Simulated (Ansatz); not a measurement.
```yaml
crystal:
  periodic: [false, false, false]
  atoms:
    - {symbol: N, position_ang: [-1.382759, 0.339467, -0.552582]}
    - {symbol: C, position_ang: [0.027378, 0.644874, -0.365238]}
    - {symbol: Ge, position_ang: [0.846779, -0.687204, 0.825524]}
    - {symbol: H, position_ang: [-1.501895, -0.547242, -1.025662]}
    - {symbol: H, position_ang: [-1.836099, 1.043183, -1.122535]}
    - {symbol: H, position_ang: [0.619881, 0.706325, -1.289927]}
    - {symbol: H, position_ang: [0.117863, 1.613290, 0.134040]}
    - {symbol: H, position_ang: [0.566733, -2.096815, 0.267027]}
    - {symbol: H, position_ang: [0.253695, -0.587241, 2.239208]}
    - {symbol: H, position_ang: [2.371524, -0.479834, 0.893046]}
basis:
  gaussian: {orbitals: aug-cc-pVTZ}
magnetization: {spin_polarized: true, initial_magnetization: 0}
hamiltonian: {xc: {name: B2PLYP}}
multiplicity: 3
output: {forces: true}
```

```sh
$ ansatz run in.yaml --threads 2 --pin off --events-out ev --progress --plain --max-ram 4352MiB
```

It prints (some lines left out):

```
Error: YAML parse error: error: line 18 column 1: unknown field `multiplicity`, expected one of crystal, accuracy, basis, kpoints, hamiltonian, magnetization, projection, total_charge, correlation, batch, efield, external_charges, scf, relax, neb, saddle, md, ramp, phonons, dielectric, real_time, elastic, magnetic_configurations, gw, evaluate, workflow, output, checkpoint, execution
16 | magnetization: {spin_polarized: true, initial_magnetization: 0}
17 | hamiltonian: {xc: {name: B2PLYP}}
18 | multiplicity: 3
19 | output: {forces: true}
```

What is wrong with this run?

The input holds a key that doesn't belong there. The input was rejected before any iteration.
